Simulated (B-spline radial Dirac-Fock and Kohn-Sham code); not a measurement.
Run log: Ir⁷⁺

ΔSCF core binding energies without Breit or QED terms, calculated with a B-spline atomic structure program. Keys: rel is the Hamiltonian (dirac, or spin-free x2c and nr, where L3 and M5 stand for the whole 2p and 3d shells), method is hf or an exchange,correlation pair (spin-unpolarised, also for the hole states), nuc the nuclear model, radius_factor scales its radius, rmax is the box in bohr, h the logarithmic mesh step, order the B-spline order, points the quadrature points per cell, c_factor scales the speed of light, and damp, ndamp, maxit and tol steer the iteration. The run stops when the commutator error falls below 10·tol·max(1, Z/10), or the numerical noise floor, and the energy has settled to about 1e-8 Ha; the virial ratio is −V/T.

Input (task.json):

```json
{"items": [{"Z": 77, "q": 7, "cfg": [[1, 0, 2], [2, 0, 2], [2, 1, 6], [3, 0, 2], [3, 1, 6], [3, 2, 10], [4, 0, 2], [4, 1, 6], [4, 2, 10], [4, 3, 14], [5, 0, 2], [5, 1, 6], [5, 2, 2]], "A": 193, "rrms": 5.4032, "do": "settings", "holes": ["K", "L3", "M5"],
  "settings": [{"rel": "dirac", "method": "hf", "nuc": "fermi", "radius_factor": 1.0, "rmax": 45.0, "h": 0.3, "order": 8, "points": 3, "c_factor": 1.0, "maxit": 57, "damp": 0.5, "ndamp": 3, "tol": 1e-08}]}]}
```

Command: `python xray2_run.py task.json out`

Ground-state iterations:

```
iter   energy (Ha)        error
   1   -17829.42802610  2.22e+00
   2   -17833.44051099  4.86e-01
   3   -17835.37563852  5.78e-02
   4   -17835.40404453  1.78e-02
   5   -17835.40717578  3.06e-03
   6   -17835.40726856  1.70e-03
   7   -17835.40728755  2.09e-04
   8   -17835.40728801  1.23e-05
   9   -17835.40728801  1.30e-06
  10   -17835.40728801  9.16e-08
```

The ground state converged in 10 iterations, with total energy -17835.40729 Ha, virial ratio 1.87820 and highest orbital energy -103.24 eV. ΔSCF binding energies: K (1s) 76625.2 eV, L3 (2p3/2) 11366.0 eV, M5 (3d5/2) 2161.9 eV.

Problem. One setting is unsound. Which, and why?

Solution. points is too small to integrate the splines. With the default settings (Dirac Hartree-Fock): The ground state converged in 10 iterations, with total energy -17835.41051 Ha, virial ratio 1.87820 and highest orbital energy -103.24 eV. ΔSCF binding energies: K (1s) 76625.2 eV, L3 (2p3/2) 11366.0 eV, M5 (3d5/2) 2161.9 eV.
